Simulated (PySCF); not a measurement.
## Computed properties of Ge(H)2(OH)2 (GeH4O2), SMILES [OH][GeH2][OH]

GeH₄O₂, SMILES [OH][GeH2][OH]. Geometry: PBE0-D3(BJ)/def2-TZVP. Other conformers were not sampled. All values are computed for the isolated molecule unless a solvent is named; none is compared with measurement here.

**Structure.** The optimised structure has C2 symmetry. All 15 harmonic modes at PBE0-D3(BJ)/def2-TZVP (PySCF) are real, so it is a minimum. With heavy atoms numbered as in [GeH2:1]([OH:2])[OH:3], the shortest bond between them is Ge1–O2 at 1.775 Å and the longest Ge1–O3 at 1.775 Å.

**Vibrations.** The strongest infrared lines (harmonic, unscaled, degenerate partners summed) lie at 944 cm⁻¹ (184 km/mol, H 89 %, O 9 %), 716 cm⁻¹ (181 km/mol, O 68 %, Ge 26 %), 319 cm⁻¹ (141 km/mol, H 57 %, O 39 %). The softest mode is at 210 cm⁻¹ and the zero-point energy is 27.3 kcal/mol.

**Electronic structure.** M06-2X/def2-TZVPD (PySCF) places the frontier levels at -10.43 and 0.07 eV, a gap of 10.50 eV, and gives a dipole moment of 0.08 D and a mean polarisability of 38.5 bohr³.

**Excitations.** TDDFT-M06-2X/def2-SVPD (PySCF) has S1 at 7.68 eV (161 nm, f = 0.013, weak); the most intense of the 10 singlets computed lies at 9.54 eV (f = 0.15). T1 (TDA) is at 7.32 eV. No vertical singlet excitation falls in the visible range (under 3.1 eV).

**NMR.** GIAO shifts at PBE0/pcSseg-1 (PySCF) (non-relativistic, atoms alike by connectivity averaged): ¹H from 1.3 to 5.6 ppm against TMS.
